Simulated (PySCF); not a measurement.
Compound: CH12O3Si4.
Structure used (PBE0-D3(BJ)/def2-SVP), in Å, numbered top down from 1:
```
atom  x, y, z in Å
C1     2.1126    0.7254    0.3887
Si2    2.1881   -0.3011   -1.1725
O3     0.6762   -0.4004   -1.8743
Si4   -0.9131   -0.3286   -1.4842
O5    -1.2929   -1.5205   -0.4100
Si6   -1.0351   -2.1002    1.1219
O7    -1.2333    1.1314   -0.7936
Si8   -1.8680    1.9727    0.4862
H9     1.4869    0.2476    1.1587
H10    3.1203    0.8629    0.8115
H11    1.6910    1.7184    0.1705
H12    3.1096    0.3206   -2.1670
H13    2.6682   -1.6843   -0.8746
H14   -1.7199   -0.5099   -2.7019
H15   -1.4512   -1.0758    2.1284
H16   -1.8385   -3.3393    1.3070
H17    0.4143   -2.4047    1.3215
H18   -0.9584    1.8681    1.6665
H19   -1.9973    3.4035    0.0921
H20   -3.2092    1.4301    0.8560
```

The closed-shell ground state was solved at several levels (PySCF, density fitting, gas phase, non-relativistic).

```
              level  basis functions  total energy (Eh)  HOMO (eV)  LUMO (eV)  gap (eV)  dipole (D)
      PBE0/pcSseg-1              224         -1428.3700      -8.62      -0.07      8.55        1.76
CAM-B3LYP/def2-SVPD              281         -1428.6094     -10.02       0.73     10.75        1.55
```

(1) Estimate the row for HF/pcSseg-1, a basis of 224 functions; the other rows only guide the guess.

(2) Over all these levels, which gives the widest orbital gap and which the narrowest?

(3) How far do the dipole and the HOMO energy spread over the levels?

Answers

(1) Total energy -1425.3651 Eh, HOMO -12.21 eV, LUMO 3.14 eV, gap 15.35 eV, dipole 1.83 D.

(2) HF/pcSseg-1 (Hartree–Fock, all exact exchange) has the widest, 15.35 eV, and PBE0/pcSseg-1 (global hybrid, 25 % exact exchange) the narrowest, 8.55 eV. The two share the basis. From the narrowest to the widest the HOMO moves by -3.59 eV and the LUMO by +3.21 eV. The HOMO need not be the same orbital at Hartree–Fock and at DFT levels.

(3) The dipole runs from 1.55 to 1.83 D (mean 1.71 D) and the HOMO from -12.21 to -8.62 eV.

One conformer stands for the species.
